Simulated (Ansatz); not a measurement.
The same path of F4Ge + H2S (8 atoms, charge 0, multiplicity 1) was run twice with different band settings. Lost on the way: Ge1–F2, H6–S7. Made: F2–H6.

Level of theory: RKS PBE0-D4/def2-SVP (Ansatz 0.2.0).

Relaxed end points:

```xyz
8
Properties=species:S:1:pos:R:3
Ge -0.649 -0.788 -0.406
F 0.996 -1.245 -0.494
F -1.475 -2.246 -0.739
F -1.182 -0.390 1.168
F -1.175 0.262 -1.641
H 2.021 1.086 0.294
S 0.836 1.733 0.246
H 0.629 1.588 1.572
```

```xyz
8
Properties=species:S:1:pos:R:3
Ge -0.932 0.091 -0.281
F 1.865 -0.657 0.819
F 0.136 -1.081 -1.011
F -1.556 -0.752 1.070
F -2.234 0.266 -1.374
H 1.528 -1.089 0.062
S 0.071 1.962 0.106
H 1.120 1.259 0.609
```

Common settings: spring 5.0 eV/Å²; optimiser quadratic models (default); start path through a guess of the saddle point; force threshold 0.05 eV/Å; iteration limit 60; end points relaxed.

| run | movable images | climbing image |
| --- | --- | --- |
| 1 | 5 | yes |
| 2 | 1 | no |

**Question.** What does each run give, and how far can it be trusted?

**Answer.** Run 1: converged after 28 iterations, highest image 0.871 eV above the first end. A vibrational analysis at the climbing image gives one clearly imaginary mode, 713i cm⁻¹: a first-order saddle point.
Run 2: converged after 22 iterations, highest image 0.196 eV above the first end. No image climbed, so the highest image needn't sit at the top of the path. A band with more images between the same ends climbed to 0.87 eV, so this one has probably stepped over the top. So few images can step over the top or miss a turn of the path.
The orbitals stay closed-shell, which can raise the energy where a bond breaks towards radicals; this wasn't checked here.
